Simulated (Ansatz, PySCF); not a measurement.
Reaction R1 → P1, each structure at its B3LYP-D3(BJ)/def2-TZVP stationary point, reached from a drawn start; harmonic modes at that level show minima.
R1, CH2O2 (SMILES O=CO) (charge 0, multiplicity 1):
```
atom    x (Å)    y (Å)    z (Å)
----  -------  -------  -------
C     -0.3979  -0.1194   0.0787
O     -0.4009  -0.1203   1.2754
O      0.6562   0.1969  -0.6927
H     -1.2547  -0.3764  -0.5571
H      1.3972   0.4191  -0.1042
```
P1, CH2O2 (SMILES O=CO) (charge 0, multiplicity 1, Z-matrix in Å and degrees):
```
C
O 1 1.1899
O 1 1.3504 2 122.53
H 3 0.9666 1 110.05 2 180.00
H 1 1.1043 2 123.99 3 180.00
```

P less R. No zero-point or thermal terms.

Cores are frozen in the correlated methods. CBS: X⁻³ extrapolation of the correlation energy, Hartree–Fock from the larger set.

Programs: Ansatz (Gaussian basis) for Hartree–Fock, density functionals and correlated methods; PySCF for the D3/D4 terms. No computed number here is a measurement.

| level | reaction energy (meV) |
|---|---|
| HF/cc-pVTZ | 215.1 |
| HF/cc-pVQZ | 205.9 |
| SVWN5/def2-TZVPP | 181.1 |
| PBE-D3(BJ)/def2-TZVPP | 170.4 |
| revPBE/def2-TZVPP | 165.3 |
| r2SCAN-D3(BJ)/def2-TZVPP | 176.9 |
| CAM-B3LYP-D3(BJ)/def2-TZVPP | 190.6 |
| MP2/CBS(cc-pVTZ, cc-pVQZ) | ? |
| CCSD/cc-pVQZ | ? |

**Question.** Some entries are withheld; supply them.

**Answer.** 
- MP2/CBS(cc-pVTZ, cc-pVQZ), reaction energy (meV): 188.1
- CCSD/cc-pVQZ, reaction energy (meV): 188.1

Ansatz is a first-principles code.
